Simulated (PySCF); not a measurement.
PySCF input for C₂H₃ClF₂Si, SMILES F[Si@@H](/C=C\F)Cl, TDDFT-PBE/def2-SVPD. Geometry: PBE-D3(BJ)/def2-SVP. The structure was generated by enumeration; whether it is a known compound was not checked. One conformer was computed; it need not be the lowest.

```python
import numpy as np
from pyscf import gto, scf, dft, tdscf

mol = gto.M(
    atom='''
    F    -2.43841373   -1.07692997   -0.87669156
    C    -2.33753189    0.05862764   -0.16934029
    C    -1.16299238    0.52895691    0.28295557
    Si    0.47163974   -0.29246654   -0.02399997
    F     0.89409534   -1.21116124    1.26151989
    Cl    1.90110003    1.19550635   -0.20085395
    H    -3.32414146    0.53231486   -0.01885190
    H    -1.20121245    1.46894136    0.85684739
    H     0.50570829   -1.16301925   -1.23262525
    ''',
    basis='def2-SVPD',
    charge=0,
    spin=0,
    max_memory=1600,
    verbose=4,
)
mf = dft.RKS(mol, xc='pbe').density_fit(auxbasis='def2-universal-jkfit')
mf.grids.level = 3
mf.conv_tol = 1e-9
mf.max_cycle = 100
mf.kernel()
mf.grids = dft.Grids(mol).set(level=1).build(with_non0tab=True)  # coarser grid for the response kernel
td = tdscf.TDDFT(mf)
td.singlet = True
td.nstates = 10
td.conv_tol = 1e-4
td.positive_eig_threshold = 1e-6
td.kernel(x0=td.get_init_guess(mf, 15))
td.analyze()
tt = tdscf.TDA(mf)
tt.singlet = False
tt.nstates = 4
tt.conv_tol = 1e-4
tt.positive_eig_threshold = 1e-6
tt.kernel(x0=tt.get_init_guess(mf, 9))
tt.analyze(verbose=3)
```

Output:

```
PySCF version 2.14.0

[INPUT] verbose = 4
[INPUT] num. atoms = 9
[INPUT] num. electrons = 64
[INPUT] charge = 0
[INPUT] spin (= nelec alpha-beta = 2S) = 0
[INPUT] symmetry False subgroup None
[INPUT] Mole.unit = angstrom
[INPUT] Symbol           X                Y                Z      unit          X                Y                Z       unit  Magmom
[INPUT]  1 F     -2.438413730000  -1.076929970000  -0.876691560000 AA   -4.607934128079  -2.035102698636  -1.656706944118 Bohr   0.0
[INPUT]  2 C     -2.337531890000   0.058627640000  -0.169340290000 AA   -4.417295079537   0.110790182930  -0.320006769954 Bohr   0.0
[INPUT]  3 C     -1.162992380000   0.528956910000   0.282955570000 AA   -2.197737083156   0.999583691596   0.534708532720 Bohr   0.0
[INPUT]  4 Si     0.471639740000  -0.292466540000  -0.023999970000 AA    0.891269938061  -0.552681661199  -0.045353370298 Bohr   0.0
[INPUT]  5 F      0.894095340000  -1.211161240000   1.261519890000 AA    1.689595321850  -2.288763036289   2.383927092791 Bohr   0.0
[INPUT]  6 Cl     1.901100030000   1.195506350000  -0.200853950000 AA    3.592558392102   2.259179581678  -0.379558956537 Bohr   0.0
[INPUT]  7 H     -3.324141460000   0.532314860000  -0.018851900000 AA   -6.281716958712   1.005929297436  -0.035624927928 Bohr   0.0
[INPUT]  8 H     -1.201212450000   1.468941360000   0.856847390000 AA   -2.269962547918   2.775896863446   1.619206897648 Bohr   0.0
[INPUT]  9 H      0.505708290000  -1.163019250000  -1.232625250000 AA    0.955650167022  -2.197787860097  -2.329324136724 Bohr   0.0

nuclear repulsion = 349.511675571727
number of shells = 67
number of NR pGTOs = 243
number of NR cGTOs = 161
basis = def2-SVPD
ecp = {}


[settings echo left out]
init E= -1026.84347533657
  HOMO = -0.308099011930552  LUMO = -0.103971534250062  gap/eV = 5.55459
cycle= 1 E= -1026.34054924395  delta_E= 0.503  |g|= 0.699  |ddm|= 3.96
  HOMO = -0.223792353058479  LUMO = -0.0675477455729636  gap/eV = 4.25163
cycle= 2 E= -1026.01361991126  delta_E= 0.327  |g|= 1.47  |ddm|= 2.11
  HOMO = -0.251569840196093  LUMO = -0.0738136990123244  gap/eV = 4.83699
cycle= 3 E= -1026.42789731355  delta_E= -0.414  |g|= 0.219  |ddm|= 1.45
  HOMO = -0.269442391428898  LUMO = -0.08580381183685  gap/eV = 4.99706
cycle= 4 E= -1026.43884295711  delta_E= -0.0109  |g|= 0.0713  |ddm|= 0.351
  HOMO = -0.269094012497341  LUMO = -0.085915921483759  gap/eV = 4.98453
cycle= 5 E= -1026.43954742677  delta_E= -0.000704  |g|= 0.0444  |ddm|= 0.101
  HOMO = -0.26710831848059  LUMO = -0.0848238457935309  gap/eV = 4.96021
cycle= 6 E= -1026.43997667446  delta_E= -0.000429  |g|= 0.00943  |ddm|= 0.0478
  HOMO = -0.267080321055202  LUMO = -0.0845803679217818  gap/eV = 4.96608
cycle= 7 E= -1026.44000054026  delta_E= -2.39e-05  |g|= 0.00358  |ddm|= 0.0132
  HOMO = -0.267241508607885  LUMO = -0.0847559945571628  gap/eV = 4.96568
cycle= 8 E= -1026.44000300973  delta_E= -2.47e-06  |g|= 0.00078  |ddm|= 0.00368
  HOMO = -0.267223336593791  LUMO = -0.0847338650968235  gap/eV = 4.96579
cycle= 9 E= -1026.44000315988  delta_E= -1.5e-07  |g|= 0.000212  |ddm|= 0.00111
  HOMO = -0.267203936288431  LUMO = -0.0847159222959761  gap/eV = 4.96575
cycle= 10 E= -1026.44000316959  delta_E= -9.72e-09  |g|= 6.89e-05  |ddm|= 0.000345
  HOMO = -0.267213332848678  LUMO = -0.0847247809778096  gap/eV = 4.96577
cycle= 11 E= -1026.44000317065  delta_E= -1.06e-09  |g|= 3.7e-05  |ddm|= 0.000144
  HOMO = -0.267211440066703  LUMO = -0.0847234810144561  gap/eV = 4.96575
cycle= 12 E= -1026.440003171  delta_E= -3.5e-10  |g|= 4.72e-06  |ddm|= 5.55e-05
  HOMO = -0.267211139764361  LUMO = -0.0847230697581902  gap/eV = 4.96575
Extra cycle  E= -1026.44000317099  delta_E= 7.96e-12  |g|= 7.84e-06  |ddm|= 1.88e-05
converged SCF energy = -1026.44000317099
tot grids = 41104
Overwritten attributes  positive_eig_threshold  of <class 'pyscf.tdscf.rks.CasidaTDDFT'>


******** <class 'pyscf.tdscf.rks.CasidaTDDFT'> for <class 'pyscf.df.df_jk.DFRKS'> ********
nstates = 10 singlet
deg_eia_thresh = 1.000e-03
wfnsym = None
conv_tol = 0.0001
eigh lindep = 1e-12
eigh level_shift = 0
eigh max_cycle = 100


Excitation energies (eV)
[5.65563169 6.03125702 6.39588099 6.62769549 6.72931684 7.0725799
 7.3061101  7.34896785 7.54204199 7.5883978 ]

** Singlet excitation energies and oscillator strengths **
Excited State   1:      5.65563 eV    219.22 nm  f=0.0092
      31 -> 33        0.68382
      32 -> 33        0.17063
Excited State   2:      6.03126 eV    205.57 nm  f=0.1158
      30 -> 33       -0.57762
      31 -> 33       -0.10470
      32 -> 33        0.37589
Excited State   3:      6.39588 eV    193.85 nm  f=0.1338
      30 -> 33        0.38766
      31 -> 33       -0.13083
      32 -> 33        0.49936
      32 -> 34       -0.10506
      32 -> 36       -0.17454
      32 -> 37       -0.13551
Excited State   4:      6.62770 eV    187.07 nm  f=0.0045
      29 -> 33       -0.13159
      32 -> 34       -0.68771
Excited State   5:      6.72932 eV    184.24 nm  f=0.0024
      28 -> 33       -0.10163
      29 -> 33        0.68103
      32 -> 34       -0.11616
Excited State   6:      7.07258 eV    175.30 nm  f=0.0035
      28 -> 33        0.69530
Excited State   7:      7.30611 eV    169.70 nm  f=0.0130
      31 -> 34        0.21754
      32 -> 35        0.65622
      32 -> 36       -0.11896
Excited State   8:      7.34897 eV    168.71 nm  f=0.0166
      31 -> 34       -0.66701
      32 -> 35        0.20661
Excited State   9:      7.54204 eV    164.39 nm  f=0.0019
      27 -> 33       -0.25796
      32 -> 36       -0.43322
      32 -> 37        0.49241
Excited State  10:      7.58840 eV    163.39 nm  f=0.0016
      27 -> 33       -0.65519
      32 -> 36        0.13990
      32 -> 37       -0.21852

** Transition electric dipole moments (AU) **
state          X           Y           Z        Dip. S.      Osc.
  1        -0.2528      0.0433     -0.0175      0.0661      0.0092
  2        -0.8533     -0.2196     -0.0845      0.7836      0.1158
  3        -0.9008     -0.0558     -0.1979      0.8537      0.1338
  4         0.1096      0.1111     -0.0566      0.0276      0.0045
  5         0.1176     -0.0040      0.0293      0.0147      0.0024
  6         0.0839      0.1114     -0.0253      0.0201      0.0035
  7        -0.0947     -0.1674      0.1892      0.0728      0.0130
  8        -0.2311      0.0570      0.1883      0.0921      0.0166
  9         0.0030      0.0087      0.1023      0.0105      0.0019
 10        -0.0793     -0.0469     -0.0123      0.0086      0.0016

** Transition velocity dipole moments (imaginary part, AU) **
state          X           Y           Z        Dip. S.      Osc.
  1        -0.0520      0.0101     -0.0026      0.0028      0.0090
  2        -0.1866     -0.0493     -0.0177      0.0376      0.1130
  3        -0.2098     -0.0121     -0.0488      0.0466      0.1320
  4         0.0243      0.0287     -0.0173      0.0017      0.0047
  5         0.0307     -0.0039      0.0056      0.0010      0.0027
  6         0.0244      0.0311     -0.0050      0.0016      0.0041
  7        -0.0291     -0.0501      0.0614      0.0071      0.0177
  8        -0.0621      0.0103      0.0528      0.0068      0.0167
  9        -0.0013      0.0005      0.0316      0.0010      0.0024
 10        -0.0233     -0.0136     -0.0033      0.0007      0.0018

** Transition magnetic dipole moments (imaginary part, AU) **
state          X           Y           Z
  1        -0.1601      0.0691      0.0676
  2         0.0574      0.1148     -0.3181
  3         0.0933      0.1595     -0.3939
  4         0.2753      0.1445      0.1596
  5         0.1440     -0.2992     -0.1153
  6        -0.3271     -0.2760     -0.0011
  7        -0.2583     -0.4755     -0.2343
  8        -0.2418      0.4988     -0.8807
  9         0.1484     -0.2714     -0.0611
 10         0.0793     -0.6950     -0.4523
Overwritten attributes  positive_eig_threshold  of <class 'pyscf.tdscf.rks.TDA'>


******** <class 'pyscf.tdscf.rks.TDA'> for <class 'pyscf.df.df_jk.DFRKS'> ********
nstates = 4 triplet
deg_eia_thresh = 1.000e-03
wfnsym = None
conv_tol = 0.0001
eigh lindep = 1e-12
eigh level_shift = 0
eigh max_cycle = 100


Excitation energies (eV)
[4.12727049 5.47938877 5.89999796 6.49600769]

** Triplet excitation energies and oscillator strengths **
Excited State   1:      4.12727 eV    300.40 nm  f=0.0000
Excited State   2:      5.47939 eV    226.27 nm  f=0.0000
Excited State   3:      5.90000 eV    210.14 nm  f=0.0000
Excited State   4:      6.49601 eV    190.86 nm  f=0.0000
```

Self-consistency was reached.
